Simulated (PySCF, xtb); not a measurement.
Mo(S)2(F)(Me) (CH3FMoS2), SMILES [CH3][Mo]([F])(=[S])=[S], multiplicity 1.

Harmonic wavenumbers (cm⁻¹) from GFN2-xTB run with xtb at its own minimum, in rising order: 80, 130, 142, 144, 150, 164, 454, 470, 529, 553, 582, 623, 1264, 1417, 1435, 2865, 2873, 2930.

Question: What does PBE0-D3(BJ)/def2-SVP in PySCF give at its own minimum? (Estimate from the structure and the level; the computed values follow.)

Answer: 160, 176, 182, 191, 195, 197, 550, 576, 589, 611, 696, 727, 1183, 1382, 1392, 3035, 3150, 3183. Paired by order, the mean absolute difference is 94 cm⁻¹ and the zero-point energies are 24.0 and 26.0 kcal/mol.
